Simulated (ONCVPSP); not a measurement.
Which change was made? (Be, ONCV)

* Element: Be
* Generator: ONCVPSP 4.0.1
* Type: optimised norm-conserving Vanderbilt (ONCV)
* Functional: revPBE
* Relativity: scalar-relativistic
* Frozen core: none
* Valence charge: 4
* Reference configuration: 1s2 2s1.5 2p0.5
* Partial waves: 1s+2s: rc 0.95 bohr, ncon 5, nbas 9, qcut 12.3 1/bohr, 2 projectors; 2p: rc 4.00 bohr, ncon 4, nbas 8, qcut 3.8 1/bohr, 1 projector
* Local potential: polynomial inside 0.75 bohr (lpopt 5, dvloc0 -1 Ha)
* Core correction: none

Cutoffs, loose and tight: the cutoffs (Ha) at which the residual kinetic energy of the hardest occupied pseudo-wave falls to 1 and 0.1 mHa per electron. They do not see the model core or the augmentation charge, which bear on the density cutoff. Test errors are all-electron minus pseudo excitation energies from the reference, over the configurations 1s2 2s2 2p0; 1s2 2s1 2p0; 1s2 2s0 2p0; 1s2 2s0 2p1; variants that change the core or the reference have their own tests.

The base gives: outcome: generated; cutoff, loose: 64 Ha; cutoff, tight: 77 Ha; bound ghosts: none; GHOST(+) flags above zero: p; largest test error (meV): +91.

(1) After one change the result is: outcome: generated; cutoff, loose: 75 Ha; cutoff, tight: 287 Ha; bound ghosts: none; GHOST(+) flags above zero: p; largest test error (meV): +67. Which change was it?
A. all radii scaled by about 0.86 (s 0.82, p 3.44 bohr); local potential polynomial inside 0.64 bohr (lpopt 5, dvloc0 -1 Ha)
B. all radii scaled by about 0.78 (s 0.74, p 3.14 bohr); local potential polynomial inside 0.58 bohr (lpopt 5, dvloc0 -1 Ha)
C. all radii scaled by about 1.32 (s 1.26, p 5.28 bohr); local potential polynomial inside 1.00 bohr (lpopt 5, dvloc0 -1 Ha)
D. all radii scaled by about 1.21 (s 1.14, p 4.84 bohr); local potential polynomial inside 0.90 bohr (lpopt 5, dvloc0 -1 Ha)

Results:

(1) A. The others give: all radii scaled by about 0.78 (s 0.74, p 3.14 bohr); local potential polynomial inside 0.58 bohr (lpopt 5, dvloc0 -1 Ha) → outcome: generated; cutoff, loose: 181 Ha; cutoff, tight: 389 Ha; bound ghosts: none; GHOST(+) flags above zero: p; largest test error (meV): +56 | all radii scaled by about 1.21 (s 1.14, p 4.84 bohr); local potential polynomial inside 0.90 bohr (lpopt 5, dvloc0 -1 Ha) → outcome: generated; cutoff, loose: 55 Ha; cutoff, tight: 64 Ha; bound ghosts: none; GHOST(+) flags above zero: p; largest test error (meV): +134 | all radii scaled by about 1.32 (s 1.26, p 5.28 bohr); local potential polynomial inside 1.00 bohr (lpopt 5, dvloc0 -1 Ha) → outcome: generated; cutoff, loose: 49 Ha; cutoff, tight: 58 Ha; bound ghosts: none; GHOST(+) flags above zero: none; largest test error (meV): -196.
